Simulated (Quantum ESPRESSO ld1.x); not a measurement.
Values are calculated unless marked as measured or tabulated.
The run below uses ld1.x (Quantum ESPRESSO 7.5).

```
 &input
    zed=14.0,
    iswitch=1,
    rel=0,
    lsd=1,
    dft='PZ',
    config='[He] 2s2 2p2',
    verbosity='high',
    prefix='ld1',
    max_out_wfc=37,
    file_charge='ld1.rho',
 /
```

Command: `OMP_NUM_THREADS=1 ld1.x < ld1.in > ld1.out`

It prints (banner and zero overlaps left out):

```
     Program LD1 v.7.5 starts

     --------------------------- All-electron run ----------------------------

     atomic number is 14.00
     dft =PZ   lsd =1 sic =0 latt =0  beta=0.20 tr2=1.0E-14
     Exchange-correlation= PZ
                           (   1   1   0   0   0   0   0)
     mesh =1781 r(mesh) =  99.57814 a.u. xmin = -7.00 dx = 0.00800
     1 Ry =  13.60569312 eV

     n l     nl                  e(Ry)          e(Ha)          e(eV)
     1 0     1S 1( 1.00)    -151.448594358     -75.724297179  -2060.5630987
     2 0     2S 1( 1.00)     -26.510589787     -13.255294893   -360.6949491
     2 1     2P 1( 2.00)     -24.078606002     -12.039303001   -327.6061241
     1 0     1S 2( 1.00)    -151.047336607     -75.523668304  -2055.1037089
     2 0     2S 2( 1.00)     -25.807808085     -12.903904043   -351.1331170
     2 1     2P 2( 0.00)     -23.256116084     -11.628058042   -316.4155787

     final scf error:  2.4E-15 reached in  12 iterations

     Etot =    -500.967964 Ry,    -250.483982 Ha,   -6816.016386 eV
     Total magnetization:    2.00 Bohr mag.

     Ekin =     500.246338 Ry,     250.123169 Ha,    6806.198157 eV
     Encl =   -1081.684430 Ry,    -540.842215 Ha,  -14717.066411 eV
     Eh   =     106.398801 Ry,      53.199400 Ha,    1447.629430 eV
     Exc  =     -25.928673 Ry,     -12.964336 Ha,    -352.777562 eV
```

Run on one thread of a shared host, so times are rough (Intel(R) Xeon(R) Processor @ 2.60GHz): 0.52 s of CPU time, 0.56 s wall, 12 iterations on 1781 mesh points.
